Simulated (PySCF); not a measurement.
C9H10S, SMILES C=Cc1cccc(SC)c1, GFN2-xTB optimised geometry.

```
20

C     -3.43    -1.92     0.00
C     -2.12    -1.73     0.00
C     -1.42    -0.45     0.00
C     -2.08     0.78     0.00
C     -1.36     1.96     0.00
C      0.02     1.95     0.00
C      0.69     0.74     0.00
S      2.45     0.58     0.00
C      3.06     2.29     0.04
C     -0.03    -0.45     0.00
H     -4.14    -1.11     0.01
H     -3.85    -2.91     0.00
H     -1.46    -2.59     0.00
H     -3.16     0.82     0.00
H     -1.88     2.91     0.00
H      0.56     2.89     0.00
H      2.74     2.82    -0.86
H      4.14     2.22     0.05
H      2.71     2.79     0.94
H      0.51    -1.38     0.00
```

Density from B3LYP/def2-SVP in PySCF at that geometry.

Minimum of the electron density along straight lines between bonded atoms, close to the bond critical point (lines longer than 1.1 times the sum of covalent radii, or with two minima, are not listed):

```json
[
 {"bond": "C1–C2", "length / Å": "1.327", "ρ at the minimum / e bohr⁻³": "0.345", "∇²ρ there / e bohr⁻⁵": "-0.94", "position (fraction from the first atom)": "0.50"},
 {"bond": "C2–C3", "length / Å": "1.458", "ρ at the minimum / e bohr⁻³": "0.277", "∇²ρ there / e bohr⁻⁵": "-0.68", "position (fraction from the first atom)": "0.50"},
 {"bond": "C3–C4", "length / Å": "1.397", "ρ at the minimum / e bohr⁻³": "0.307", "∇²ρ there / e bohr⁻⁵": "-0.78", "position (fraction from the first atom)": "0.50"},
 {"bond": "C4–C5", "length / Å": "1.380", "ρ at the minimum / e bohr⁻³": "0.316", "∇²ρ there / e bohr⁻⁵": "-0.82", "position (fraction from the first atom)": "0.50"},
 {"bond": "C5–C6", "length / Å": "1.386", "ρ at the minimum / e bohr⁻³": "0.313", "∇²ρ there / e bohr⁻⁵": "-0.81", "position (fraction from the first atom)": "0.50"},
 {"bond": "C6–C7", "length / Å": "1.387", "ρ at the minimum / e bohr⁻³": "0.311", "∇²ρ there / e bohr⁻⁵": "-0.79", "position (fraction from the first atom)": "0.49"},
 {"bond": "C7–S8", "length / Å": "1.769", "ρ at the minimum / e bohr⁻³": "0.198", "∇²ρ there / e bohr⁻⁵": "-0.41", "position (fraction from the first atom)": "0.48"},
 {"bond": "S8–C9", "length / Å": "1.815", "ρ at the minimum / e bohr⁻³": "0.181", "∇²ρ there / e bohr⁻⁵": "-0.33", "position (fraction from the first atom)": "0.54"},
 {"bond": "C3–C10", "length / Å": "1.391", "ρ at the minimum / e bohr⁻³": "0.310", "∇²ρ there / e bohr⁻⁵": "-0.79", "position (fraction from the first atom)": "0.50"},
 {"bond": "C7–C10", "length / Å": "1.390", "ρ at the minimum / e bohr⁻³": "0.311", "∇²ρ there / e bohr⁻⁵": "-0.80", "position (fraction from the first atom)": "0.51"},
 {"bond": "C1–H11", "length / Å": "1.076", "ρ at the minimum / e bohr⁻³": "0.284", "∇²ρ there / e bohr⁻⁵": "-1.09", "position (fraction from the first atom)": "0.63"},
 {"bond": "C1–H12", "length / Å": "1.077", "ρ at the minimum / e bohr⁻³": "0.284", "∇²ρ there / e bohr⁻⁵": "-1.09", "position (fraction from the first atom)": "0.63"},
 {"bond": "C2–H13", "length / Å": "1.083", "ρ at the minimum / e bohr⁻³": "0.283", "∇²ρ there / e bohr⁻⁵": "-1.07", "position (fraction from the first atom)": "0.63"},
 {"bond": "C4–H14", "length / Å": "1.078", "ρ at the minimum / e bohr⁻³": "0.285", "∇²ρ there / e bohr⁻⁵": "-1.08", "position (fraction from the first atom)": "0.63"},
 {"bond": "C5–H15", "length / Å": "1.081", "ρ at the minimum / e bohr⁻³": "0.284", "∇²ρ there / e bohr⁻⁵": "-1.08", "position (fraction from the first atom)": "0.63"},
 {"bond": "C6–H16", "length / Å": "1.078", "ρ at the minimum / e bohr⁻³": "0.285", "∇²ρ there / e bohr⁻⁵": "-1.08", "position (fraction from the first atom)": "0.63"},
 {"bond": "C9–H17", "length / Å": "1.086", "ρ at the minimum / e bohr⁻³": "0.280", "∇²ρ there / e bohr⁻⁵": "-1.06", "position (fraction from the first atom)": "0.64"},
 {"bond": "C9–H18", "length / Å": "1.086", "ρ at the minimum / e bohr⁻³": "0.280", "∇²ρ there / e bohr⁻⁵": "-1.06", "position (fraction from the first atom)": "0.64"},
 {"bond": "C9–H19", "length / Å": "1.086", "ρ at the minimum / e bohr⁻³": "0.280", "∇²ρ there / e bohr⁻⁵": "-1.06", "position (fraction from the first atom)": "0.64"},
 {"bond": "C10–H20", "length / Å": "1.080", "ρ at the minimum / e bohr⁻³": "0.284", "∇²ρ there / e bohr⁻⁵": "-1.07", "position (fraction from the first atom)": "0.63"}
]
```
